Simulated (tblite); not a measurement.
Run record: tight-binding relaxation, `C=C[C@H]1CC[N]1[GaH][F]`.

Computed with GFN2-xTB geometry optimisation, gas phase (tblite 0.8.0). Start geometry: from a force field or distance geometry. The command runs a driver script over a list of jobs; the input below is this job's line of settings and its coordinates in Å.

Command:
```bash
OMP_NUM_THREADS=1 python probes_run.py task.json out
```

Input:
```
{"job": {"kind": "relax", "xc": "GFN2-xTB", "basis": "xTB"}, "charge": 0, "multiplicity": 1}
C     -2.498700     0.677500     0.974200
C     -1.543300     0.735500     0.046500
C     -0.665500    -0.440200    -0.267900
C      0.443800    -0.024800    -1.227200
C      1.207600    -1.071100    -0.420600
N      0.353500    -0.728200     0.697100
Ga     1.415100     0.338200     1.768900
F      2.642800     1.715200     1.102200
H     -2.720500    -0.227100     1.544900
H     -3.081700     1.607000     1.132000
H     -1.361700     1.670400    -0.493300
H     -1.191100    -1.327800    -0.671000
H      0.248100    -0.277100    -2.271300
H      0.758700     0.996300    -0.997800
H      1.025800    -2.121100    -0.692000
H      2.266700    -0.789800    -0.305400
H      2.693300    -0.720800     2.019200
```

Output:
```
step      E/eV     max force
  0    -656.01013    2.740
  1    -656.34412    1.645
  2    -656.54460    0.923
  3    -656.63427    1.211
  4    -656.68469    0.635
  5    -656.73362    0.588
  6    -656.78327    0.632
  7    -656.82201    0.594
  8    -656.84590    0.401
  9    -656.86697    0.445
... (146 lines left out)
156    -657.53638    0.029
157    -657.53653    0.027
158    -657.53670    0.019
159    -657.53677    0.018
160    -657.53686    0.015
161    -657.53692    0.015
162    -657.53697    0.017
163    -657.53700    0.018
164    -657.53703    0.014
165    -657.53705    0.007
```

«max force» is the largest atomic force in eV/Å.

Question: From which step on does the largest force stay under 0.1 eV/Å, and how much energy is left to gain from there?

Answer: From step 91 (0.075 eV/Å), 21.6 meV above the end.

Main results: energy lowered by 35.2 kcal/mol over 165 steps; largest atomic force 0.007 eV/Å at the end.

Question: Where do the atoms end?

Answer: 0.969 Å rms from the input after alignment:
```
atom  x, y, z in Å
C1    -2.2215    0.8421    1.0608
C2    -1.1609    0.7810    0.2693
C3    -0.5636   -0.4870   -0.2362
C4     0.0926   -0.4438   -1.6254
C5     1.4276   -0.7472   -0.9397
N6     0.7587   -0.7618    0.3740
Ga7    1.3517    0.1480    1.8885
F8     2.9583    0.8490    1.8310
H9    -2.7702   -0.0438    1.3365
H10   -2.5919    1.7760    1.4494
H11   -0.6237    1.6831   -0.0170
H12   -1.2535   -1.3245   -0.0846
H13   -0.2550   -1.2095   -2.3141
H14    0.0427    0.5318   -2.1055
H15    1.8588   -1.7239   -1.1822
H16    2.2030    0.0180   -1.0606
H17    0.7401    0.1245    3.2942
```

On an Arm Neoverse V2 with one thread, no GPU (shared host), this took 0.93 s wall.
Labels such as C1 count atoms from 1, the log's own numbers from 0.
